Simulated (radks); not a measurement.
Question: All-electron atom: Tb XLIX in [Ne] 3s2 3p5 (the NIST ground configuration). All-electron calculation, scalar-relativistic Kohn-Sham, r2SCAN, spin-polarised, spherical densities, finite nucleus; open shells are filled with parallel spins first (spin-orbit coupling, left out, can overturn this in heavy ions); meta-GGA in the generalised Kohn-Sham scheme; Fermi nuclear charge, rms radius 5.06 fm. Program: a radial shooting solver on a logarithmic mesh with Libxc functionals. Some entries of the table are withheld. Estimate them.

orbital,occ.,eigenvalue (Ry),<r^2> (bohr^2)
1s up,1,-4052.257,0.0006317
1s down,1,-4051.915,0.0006316
2s up,1,-861.7208,0.009656
2s down,1,-861.6214,0.009653
2p up,3,-792.7262,0.007763
2p down,3,-792.4672,0.007763
3s up,1,-334.9589,0.05554
3s down,1,-334.1620,0.05562
3p up,3,(1),0.05377
3p down,2,(2),0.05385
3d up,0,(3),0.04198
3d down,0,(4),0.04195
4s up,0,-173.0599,(5)
4s down,0,-172.6807,(6)
4p up,0,-164.4531,0.1981
4p down,0,-164.0926,0.1989

Answer: 
(1) 3p up eigenvalue (Ry): -313.6781
(2) 3p down eigenvalue (Ry): -312.8631
(3) 3d up eigenvalue (Ry): -291.3294
(4) 3d down eigenvalue (Ry): -290.6807
(5) 4s up <r^2> (bohr^2): 0.1952
(6) 4s down <r^2> (bohr^2): 0.1960
